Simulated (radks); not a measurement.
Spherical quantum dot in the effective-mass picture: electrons in a hard-walled sphere of unknown radius, with a point charge +1 (a donor) at the centre, all in effective atomic units (hartree* = m*/eps^2 hartree, bohr* = eps/m* bohr), one dielectric constant everywhere. Calculated with a radial shooting solver with Libxc functionals: non-relativistic Kohn-Sham, PBEsol, spin-polarised, spherical densities. Levels are named by radial order and angular momentum (1s, 1p, 1d, 2s, ...), and open shells are averaged over m. Each electron was tried in the lowest free levels, single moves between levels near the top were tried too, and the lowest total energy was kept; such a search can miss a lower state. The series stops at N = 19: beyond it a trial failed or the search could not be trusted, so later rows were left out. The values of mu = E(N) - E(N-1) (hartree*) for N = 2 to 12 are -0.018899, 0.27369, 0.39741, 0.53001, 0.68864, 0.83658, 0.96135, 1.0905, 1.2767, 1.4055, 1.5346. Estimate radius.

Answer. radius = 8.92 (effective atomic units). The central charge lowers the s levels, so the charging steps and shell gaps carry the answer. The first electron has mu near pi^2/(2 R^2) without a central charge, and the charging energy goes as 1/R.
